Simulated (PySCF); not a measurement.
# Worked example: entropy of an ideal gas

SbHCl2, SMILES [Cl][SbH][Cl].

The structure is a stationary point at B3LYP-D3(BJ)/def2-TZVP. The def2 effective core potentials stand for the cores of Sb; spin–orbit coupling is left out.

B3LYP-D3(BJ)/def2-TZVP in PySCF gives the harmonic wavenumbers 120, 344, 358, 620, 631, 1909 cm⁻¹ and the rotational temperatures 0.2228, 0.1035, 0.0719 K. The molar mass is 193.67 g/mol, the symmetry number 1, the spin multiplicity 1.

**Question.** Work out the entropy at 298.15 K and 1 atm in the rigid-rotor, harmonic-oscillator model.

**Answer.** 
Translation (Sackur–Tetrode at 1 atm): S = R[1.5 ln M + 2.5 ln T − 1.16487] = 174.4 J/(mol K).
Rotation: q = (√π/σ) T^1.5/√(θA θB θC) = 224000, S = R[ln q + 3/2] = 114.9 J/(mol K).
Vibration: with u = 1.4388 ν/T, each mode gives R[u/(e^u − 1) − ln(1 − e^−u)]:
| ν (cm⁻¹) | modes | u | S (J/(mol K)) |
|---|---|---|---|
| 120 | 1 | 0.58 | 12.97 |
| 344 | 1 | 1.66 | 4.99 |
| 358 | 1 | 1.73 | 4.73 |
| 620 | 1 | 2.99 | 1.74 |
| 631 | 1 | 3.05 | 1.67 |
| 1909 | 1 | 9.21 | 0.01 |
These are all the modes. Sum 26.1 J/(mol K).
Spin: R ln 1 = 0.0 J/(mol K).
Total 315.4 J/(mol K); the program's own thermochemistry gives 315.4. Translation makes up 55 % and vibration 8 %. Anharmonicity, hindered rotation and orbital degeneracy are left out.
